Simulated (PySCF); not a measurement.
**Adding and removing an electron: AlCu**

RHF-CCSD(T); Al def2-TZVPPD, Cu def2-TZVPPD; no relativity (PySCF 2.14). Neutral (RHF): singlet (closed shell), Re = 2.388 Å, ωe = 280 cm⁻¹, De = 2.04 eV.

AlCu⁺ (UHF): doublet (σ ↑), Re = 2.478 Å, ωe = 209 cm⁻¹, De = 1.20 eV to Al⁺ + Cu (3d10 4s1). The energies at the minima are -1881.66872 hartree for AlCu and -1881.41983 for AlCu⁺.

(1) Work out the adiabatic ionisation energy, without and with harmonic zero-point energies (1 hartree = 27.2114 eV, 1 eV = 8065.5 cm⁻¹), and the change of the bond length.

Correlated steps freeze 10 core orbitals. For an ion De counts to the pair picked by the measured ionisation energies or electron affinities, which need not be the lowest pair at this level. Where the molecule has an RHF reference, its open-shell atoms are computed with UHF. The CCSD T1 diagnostic is raised in AlCu, a sign that a single reference may not be enough there. With d or f electrons several states lie close, and the lowest PBE0 determinant need not be the measured ground state.

Neutral and ion stand on different kinds of reference determinant, which adds to the error of the difference.

Answers

(1) At CCSD(T): 0.24889 hartree = 6.773 eV between the minima; the zero-point term (209.0 − 280.0)/2 cm⁻¹ = -0.004 eV makes it 6.768 eV. Re changes by +9.0 pm against the neutral. The electron leaves a σ orbital, and the longer bond of the ion fits a bonding orbital, or a change in how ionic the bond is.
